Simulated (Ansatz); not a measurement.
Consider the formal exchange of groups at a C–C bond: `C=C=CCO` + `C[SiH3]` → `C=C=C[SiH2]C` + CH₃OH.

Isolated molecules relaxed with PBE0-D4/def2-TZVP in Ansatz; ΔE leaves out vibrations. CBS: MP2 limit from def2 TZ/QZ plus the TZ coupled-cluster correction, frozen cores. This one scheme is used for every species. DFT in def2-TZVPP. B3LYP here is the variant with VWN-RPA as its local correlation; programs differ in this. Each species was taken in one conformer, which may not be the lowest.

```json
{"level": "PBE-D4", "ΔE (kcal/mol)": "-8.6", "difference from CCSD(T)/CBS": "0.5"}
{"level": "r2SCAN-D4", "ΔE (kcal/mol)": "-9.3", "difference from CCSD(T)/CBS": "-0.2"}
{"level": "PBE0-D4", "ΔE (kcal/mol)": "-8.9", "difference from CCSD(T)/CBS": "0.2"}
{"level": "B3LYP-D4", "ΔE (kcal/mol)": "-9.1", "difference from CCSD(T)/CBS": "0.0"}
{"level": "ωB97X-V", "ΔE (kcal/mol)": "-8.4", "difference from CCSD(T)/CBS": "0.7"}
{"level": "ωB97M-V", "ΔE (kcal/mol)": "-9.0", "difference from CCSD(T)/CBS": "0.1"}
{"level": "B2PLYP", "ΔE (kcal/mol)": "-8.6", "difference from CCSD(T)/CBS": "0.5"}
{"level": "PBE", "ΔE (kcal/mol)": "-7.8", "difference from CCSD(T)/CBS": "1.3"}
{"level": "r2SCAN", "ΔE (kcal/mol)": "-9.1", "difference from CCSD(T)/CBS": "0.0"}
{"level": "PBE0", "ΔE (kcal/mol)": "-8.2", "difference from CCSD(T)/CBS": "0.9"}
{"level": "B3LYP", "ΔE (kcal/mol)": "-8.0", "difference from CCSD(T)/CBS": "1.1"}
{"level": "HF/def2-TZVPP", "ΔE (kcal/mol)": "-7.8", "difference from CCSD(T)/CBS": "1.3"}
{"level": "MP2/def2-TZVPP", "ΔE (kcal/mol)": "-9.6", "difference from CCSD(T)/CBS": "-0.5"}
{"level": "SCS-MP2/def2-TZVPP", "ΔE (kcal/mol)": "-8.9", "difference from CCSD(T)/CBS": "0.2"}
{"level": "CCSD/def2-TZVPP", "ΔE (kcal/mol)": "-8.4", "difference from CCSD(T)/CBS": "0.7"}
{"level": "CCSD(T)/def2-TZVPP", "ΔE (kcal/mol)": "-8.5", "difference from CCSD(T)/CBS": "0.6"}
{"level": "HF/def2-QZVPP", "ΔE (kcal/mol)": "-7.9", "difference from CCSD(T)/CBS": "1.2"}
{"level": "MP2/def2-QZVPP", "ΔE (kcal/mol)": "-10.0", "difference from CCSD(T)/CBS": "-0.9"}
{"level": "SCS-MP2/def2-QZVPP", "ΔE (kcal/mol)": "-9.2", "difference from CCSD(T)/CBS": "-0.1"}
{"level": "HF/CBS(def2)", "ΔE (kcal/mol)": "-7.9", "difference from CCSD(T)/CBS": "1.2"}
{"level": "MP2/CBS(def2)", "ΔE (kcal/mol)": "-10.2", "difference from CCSD(T)/CBS": "-1.1"}
{"level": "CCSD/CBS(def2)", "ΔE (kcal/mol)": "-9.0", "difference from CCSD(T)/CBS": "0.1"}
{"level": "CCSD(T)/CBS", "ΔE (kcal/mol)": "-9.1", "difference from CCSD(T)/CBS": "0"}
```

Largest T1 diagnostic among the species: 0.012.

The D4 term adds −1.2 kcal/mol with B3LYP and −0.7 kcal/mol with PBE0; it sums over pairs of atoms, weighted by their polarisabilities, and B3LYP, whose exchange is more repulsive, gets the larger term.
